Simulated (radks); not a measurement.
The numbers below are computed, except where a source is named.
Spherical quantum dot in the effective-mass picture: electrons in a hard-walled sphere of radius 11.2, with a point charge +1 (a donor) at the centre, all in effective atomic units (hartree* = m*/eps^2 hartree, bohr* = eps/m* bohr), one dielectric constant everywhere. Level of theory: non-relativistic Kohn-Sham, LDA (Slater exchange, Perdew-Wang correlation), spin-polarised, spherical densities (a radial shooting solver with Libxc functionals). Levels are named by radial order and angular momentum (1s, 1p, 1d, 2s, ...), and open shells are averaged over m.

N = 10, configuration 1s2 1p6 1d(up 1, down 0) 2s(up 1, down 0). This is the lowest configuration that the search found (a dilute case). Occupied and some empty levels:

level,occupation,eigenvalue (hartree*),<r> (bohr*)
1s up,1,0.91203,1.953
1s down,1,0.96911,7.344
2s up,1,0.97190,7.698
1p up,3,0.98515,8.021
1p down,3,0.99078,8.019
1d up,1,1.0192,8.214
1d down,0,1.0248,8.209
2s down,0,1.0321,2.936
1f up,0,1.0666,8.381
1f down,0,1.0723,8.379
1g up,0,1.1266,8.531
1g down,0,1.1324,8.530
2p up,0,1.1893,5.553
2p down,0,1.1986,5.731

Energy (hartree*): total 4.06247, kinetic 1.4492, external -2.1527, Hartree 6.1587, exchange-correlation -1.3928.

Electron density:

r (bohr*),n(r) (e/bohr*^3)
0.309,0.1609
1.15,0.03102
1.98,0.006693
2.82,0.001795
3.66,0.0008523
4.49,0.0008795
5.33,0.001280
6.17,0.001904
7.00,0.002583
7.84,0.002983
8.68,0.002700
9.52,0.001664
10.3,0.0004883
11.2,4.331e-07
